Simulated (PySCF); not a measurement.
## From computed data to an observable: refractive index and permittivity of the vapour

ZrH4, SMILES [ZrH4], multiplicity 1.

The structure is a stationary point at r2SCAN-D4/def2-TZVPD. The multiplicity is an assumed one; other spin states were not compared. The def2 effective core potentials stand for the cores of Zr; spin–orbit coupling is left out.

PBE/def2-TZVPD run with PySCF gives a mean static polarisability of 56.5 bohr³ and a dipole moment of 0.00 D. Take an ideal gas at 298.15 K and 1 bar, whether or not the substance is that volatile.

Task: Work out n − 1 in the optical limit and the static ε − 1.

Result: 
Polarisability volume α' = 56.5 × 0.148185 = 8.37 Å³. Number density N = p/kT = 2.43e-5 Å⁻³.
Dilute limit of Lorentz–Lorenz: n − 1 = 2π N α' = 0.0013.
Orientation term of Debye: μ²/(3kT) = 8.098 Å³ × μ²(D²) = 0.00 Å³.
ε − 1 = 4π N (α' + μ²/3kT) = 0.0026. With no permanent dipole, ε equals n² in this model. Vibrational polarisation and dispersion are left out.
